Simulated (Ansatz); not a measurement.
Reaction (formal exchange of groups at a B–F bond): `FB(F)S` + `C[SiH3]` → `C[SiH2]B(F)S` + H–F

Computed with Ansatz on PBE0-D4/def2-TZVP structures; ΔE is electronic, products minus reactants. CBS: MP2 limit from def2 TZ/QZ plus the TZ coupled-cluster correction, frozen cores. This one scheme is used for every species. Functionals use def2-TZVPP. B3LYP here is the variant with VWN-RPA as its local correlation; programs differ in this. HSE06 is defined as in plane-wave codes. One conformer a species, not always the lowest.

`FB(F)S`:

Z-matrix (Å, degrees):
```
B
F 1 1.318
S 1 1.800 2 119.2
F 1 1.319 2 118.3 3 -180.0
H 3 1.342 1 94.6 2 -180.0
```

`C[SiH3]`:

```xyz
8

C     0.649   -0.590    0.453
Si   -0.581    0.528   -0.405
H     0.179   -1.531    0.745
H     1.044   -0.113    1.353
H     1.489   -0.820   -0.206
H    -1.120   -0.124   -1.630
H     0.062    1.809   -0.805
H    -1.723    0.842    0.495
```

`C[SiH2]B(F)S`:

Cartesian coordinates in Å:
```
C 0.067 0.939 1.185
Si 0.811 0.337 -0.428
B -0.269 -1.163 -1.268
F 0.121 -1.706 -2.418
S -1.777 -1.855 -0.560
H -0.944 1.324 1.033
H 0.669 1.744 1.611
H 0.021 0.133 1.922
H 2.201 -0.152 -0.198
H 0.895 1.463 -1.403
H -1.795 -1.063 0.523
```

H–F:

```xyz
2

F    -0.322   -0.234   -0.231
H     0.322    0.234    0.231
```

| level | ΔE (kcal/mol) | difference from CCSD(T)/CBS |
| --- | --- | --- |
| LDA (SPW92) | 36.7 | -0.2 |
| PBE-D4 | 34.9 | -2.0 |
| revPBE-D4 | 34.3 | -2.6 |
| BLYP-D4 | 37.7 | 0.8 |
| r2SCAN-D4 | 39.2 | 2.3 |
| B97M-V | 41.2 | 4.3 |
| PBE0-D4 | 36.4 | -0.5 |
| B3LYP-D4 | 38.9 | 2.0 |
| r2SCANh-D4 | 39.4 | 2.5 |
| r2SCAN0-D4 | 39.6 | 2.7 |
| HSE06-D4 | 36.4 | -0.5 |
| BHLYP-D4 | 41.0 | 4.1 |
| CAM-B3LYP-D4 | 40.9 | 4.0 |
| ωB97X-V | 39.1 | 2.2 |
| ωB97M-V | 39.8 | 2.9 |
| B2PLYP | 40.7 | 3.8 |
| PBE-QIDH | 38.7 | 1.8 |
| PBE | 36.5 | -0.4 |
| BLYP | 40.7 | 3.8 |
| r2SCAN | 39.7 | 2.8 |
| PBE0 | 37.8 | 0.9 |
| B3LYP | 41.4 | 4.5 |
| r2SCANh | 39.9 | 3.0 |
| r2SCAN0 | 40.2 | 3.3 |
| HSE06 | 37.8 | 0.9 |
| CAM-B3LYP | 42.5 | 5.6 |
| LC-ωPBE | 39.1 | 2.2 |
| RPA@PBE/def2-TZVPP | 38.2 | 1.3 |
| HF/def2-SVP | 49.8 | 12.9 |
| MP2/def2-SVP | 45.5 | 8.6 |
| CCSD/def2-SVP | 45.2 | 8.3 |
| CCSD(T)/def2-SVP | 44.5 | 7.6 |
| MP2/def2-TZVPP | 38.7 | 1.8 |
| SCS-MP2/def2-TZVPP | 40.1 | 3.2 |
| CCSD/def2-TZVPP | 39.7 | 2.8 |
| CCSD(T)/def2-TZVPP | 38.5 | 1.6 |
| MP2/def2-QZVPP | 37.8 | 0.9 |
| SCS-MP2/def2-QZVPP | 39.3 | 2.4 |
| HF/CBS(def2) | 47.1 | 10.2 |
| CCSD/CBS(def2) | 38.1 | 1.2 |
| CCSD(T)/CBS | 36.9 | 0 |

Largest T1 diagnostic among the species: 0.013.

In def2-TZVPP, CCSD(T) changes the Hartree–Fock value by −8.4 kcal/mol (the triples alone add −1.2 kcal/mol) and MP2 by −8.2 kcal/mol. From BLYP to BHLYP (50 % exact exchange), in def2-TZVPP and without D4, ΔE moves by +2.7 kcal/mol.
